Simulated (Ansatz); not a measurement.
Start from `[F][Mo](=[S])(=[S])[Cl]` and change one atom or group to get `[F][Mo]([F])(=[S])=[S]`.

Ansatz, PBE0-D4/def2-TZVP geometries, multiplicity 1. 

Elements past krypton have def2 core potentials.

```json
{"property": "HOMO–LUMO gap (PBE0/def2-TZVPP) / eV", "`[F][Mo](=[S])(=[S])[Cl]`": "3.99"}
{"property": "LUMO energy (PBE/def2-TZVPP) / eV", "`[F][Mo](=[S])(=[S])[Cl]`": "-4.46"}
{"property": "HOMO energy (PBE0/def2-TZVPP) / eV", "`[F][Mo](=[S])(=[S])[Cl]`": "-7.82"}
{"property": "size of the dipole moment (PBE/def2-TZVPP) / D", "`[F][Mo](=[S])(=[S])[Cl]`": "0.37"}
{"property": "ideal-gas entropy at 298 K and 1 bar (rigid rotor, harmonic PBE0-D4/def2-TZVP) / J/(mol·K)", "`[F][Mo](=[S])(=[S])[Cl]`": "355"}
{"property": "HOMO–LUMO gap (B3LYP/def2-TZVPP) / eV", "`[F][Mo](=[S])(=[S])[Cl]`": "3.59"}
```

Question: Give the same properties after the change, and the shifts. (Best estimate.)

Answer: The calculation gave: 
```json
{"property": "HOMO–LUMO gap (PBE0/def2-TZVPP) / eV", "`[F][Mo]([F])(=[S])=[S]`": "4.15", "shift": "0.16"}
{"property": "LUMO energy (PBE/def2-TZVPP) / eV", "`[F][Mo]([F])(=[S])=[S]`": "-4.36", "shift": "0.10"}
{"property": "HOMO energy (PBE0/def2-TZVPP) / eV", "`[F][Mo]([F])(=[S])=[S]`": "-7.88", "shift": "-0.06"}
{"property": "size of the dipole moment (PBE/def2-TZVPP) / D", "`[F][Mo]([F])(=[S])=[S]`": "0.09", "shift": "-0.28"}
{"property": "ideal-gas entropy at 298 K and 1 bar (rigid rotor, harmonic PBE0-D4/def2-TZVP) / J/(mol·K)", "`[F][Mo]([F])(=[S])=[S]`": "338", "shift": "-17"}
{"property": "HOMO–LUMO gap (B3LYP/def2-TZVPP) / eV", "`[F][Mo]([F])(=[S])=[S]`": "3.75", "shift": "0.16"}
```

With PBE0 the HOMO falls by 0.06 eV and the LUMO rises by 0.10 eV, so the gap widens by about 0.16 eV. PBE moves the HOMO by -0.05 eV and ωB97M-V by -0.06 eV. Dipoles are sizes alone; their direction can turn.

B3LYP here is the variant with VWN-RPA as its local correlation; programs differ in this.
